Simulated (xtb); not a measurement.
B(F)(OMe)(OtBu) (C5H12BFO2), SMILES B(F)(OC)OC(C)(C)C. All values are semi-empirical tight-binding results from xtb (GFN2-xTB unless named), good for trends rather than for accurate numbers. The structure is a stationary point at GFN2-xTB. One conformer was computed; it need not be the lowest.

Optimised geometry:

Bonded distances (Å): B1–F2 1.348, B1–O3 1.342, B1–O8 1.339, O3–C4 1.412, C4–H5 1.092, C4–H6 1.092, C4–H7 1.091, O8–C9 1.436, C9–C10 1.530, C9–C11 1.531, C9–C12 1.530, C10–H13 1.087, C10–H14 1.088, C10–H15 1.086, C11–H16 1.087, C11–H17 1.086, C11–H18 1.087, C12–H19 1.086, C12–H20 1.088, C12–H21 1.087. Angles (°): F2–B1–O3 114.3, F2–B1–O8 122.7, O3–B1–O8 123.0, B1–O3–C4 123.3, O3–C4–H5 108.5, O3–C4–H6 108.1, O3–C4–H7 111.2, H5–C4–H6 109.3, H5–C4–H7 109.7, H6–C4–H7 109.9, B1–O8–C9 127.7, O8–C9–C10 109.9, O8–C9–C11 105.5, O8–C9–C12 110.0, C10–C9–C11 110.3, C10–C9–C12 110.6, C11–C9–C12 110.3, C9–C10–H13 110.0, C9–C10–H14 110.0, C9–C10–H15 110.2, H13–C10–H14 109.0, H13–C10–H15 109.0, H14–C10–H15 108.7, C9–C11–H16 110.0, C9–C11–H17 110.1, C9–C11–H18 110.0, H16–C11–H17 109.1, H16–C11–H18 108.5, H17–C11–H18 109.1, C9–C12–H19 110.3, C9–C12–H20 110.0, C9–C12–H21 109.9, H19–C12–H20 108.6, H19–C12–H21 109.0, H20–C12–H21 109.0.
Charge 0, spin multiplicity 1.

Problem. Estimate the properties. (An estimate is asked for; the answer gives what the named calculation found.)

Solution. 
```
Quantity                                          Result
----------------------------------------  --------------
orbital gap                                      7.77 eV
dipole moment                                     2.90 D
zero-point energy                         108.1 kcal/mol
G − E(el) at 298.15 K (modified RRHO)      84.8 kcal/mol
static polarisability (D4 model)              86.5 bohr³
solvation energy, GFN2-xTB/ALPB(water)     -3.9 kcal/mol
solvation energy, GFN2-xTB/ALPB(acetone)   -9.2 kcal/mol
```

Problem. Give the IR lines (harmonic; lines under 4 % of the strongest left out, lines within 3 cm⁻¹ merged). (The exact figures need the calculation; the answer reports its results.)

Solution. ν (cm⁻¹): 560 (m), 955 (w), 1207 (m), 1241 (w), 1244 (w), 1264 (s), 1332 (vs), 1410 (m), 3044 (w), 3052 (w) (against the strongest line: vs over 80 %, s over 45 %, m over 15 %, w over 4 %, vw less)

Problem. Give the atomic charges and the Wiberg bond orders between heavy atoms. (Estimate from the structure and the level; the computed values follow.)

Solution. charges (e) B1 0.58, F2 -0.32, O3 -0.34, C4 0.03, H5 0.06, H6 0.06, H7 0.05, O8 -0.37, C9 0.16, C10 -0.12, C11 -0.12, C12 -0.12, H13 0.05, H14 0.05, H15 0.06, H16 0.05, H17 0.05, H18 0.05, H19 0.06, H20 0.05, H21 0.05. Bond orders B1–F2 0.95, B1–O3 1.16, O3–C4 0.97, B1–O8 1.17, O8–C9 0.92, C9–C10 0.99, C9–C11 0.99, C9–C12 0.99.
